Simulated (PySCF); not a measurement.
Calculated NMR parameters of CC(C)OC(C)(C)C

- Formula: C7H16O
- SMILES: CC(C)OC(C)(C)C
- Point group of the computed structure: Cs
- Degrees of unsaturation: 0
- Carbon signals: 4
- Proton signals: 3

Atoms are numbered as in `[CH3:1][CH:2]([CH3:3])[O:4][C:5]([CH3:6])([CH3:7])[CH3:8]`. Hydrogens are named by the atom that carries them.

PySCF calculation with GIAO B97-2/pcSseg-1 shieldings and structure optimised with PBE0-D3(BJ)/def2-SVP; a single conformation, non-relativistic Hamiltonian, one averaged value for each set of equivalent atoms, no solvent.

δ = σ(ref) − σ, references computed at the same level: 1H, 13C against TMS; 17O against H2O.

```tsv
carbon	δC, type	δH (multiplicity)	HMBC from (2–3 bonds)	span of the C tensor (ppm)
C1/C3	26.0, CH3	1.06 (d)	H(C2), H(C1)/H(C3)	45
C2	63.4, CH	3.41 (sept)	H(C1)/H(C3)	66
C5	70.9, C	–	H(C2), H(C6)/H(C7)/H(C8)	65
C6/C7/C8	28.5, CH3	1.10 (s)	H(C6)/H(C7)/H(C8)	47
```

Other nuclei:
```
atoms  nucleus   environment  δ (ppm)  σ (ppm)
   O4      17O  ether oxygen     98.7    232.9
```

- Carbon types of the structure: 1 × C, 1 × CH, 5 × CH3, which accounts for all hydrogens.
- δC 70.9: fully substituted sp3 carbon bonded to O; the inductive effect lowers its shielding.
- δC 63.4: sp3 CH bonded to O; pulled downfield by the heteroatom.
- δC 28.5, 26.0: methyl carbon; a saturated carbon with 1 carbon neighbour and no heteroatom attached.
- δH 3.41: hydrogen on an sp3 CH bonded to O; its carbon carries O, an electronegative neighbour.
- δH 1.10, 1.06: hydrogen on a methyl carbon.

Shifts are as computed. Against solution values, carbons near 30 ppm lie about +1 ppm off and those near 130 ppm about +2 ppm. Of 1211 compounds with measured shifts, 218 miss one by over three times the rms of a fit or turn the order of signals round; such compounds aren't used in these exercises. Experimental scales use liquid or dissolved standards, which lie at an offset from isolated H2O (liquid H2O: subtract about 36 ppm). No couplings were computed; multiplicities are counted from neighbouring protons, with m where these are inequivalent, close in shift, in a saturated or five-membered ring or joined by F or P, and br s for small geminal =CH2 splittings.
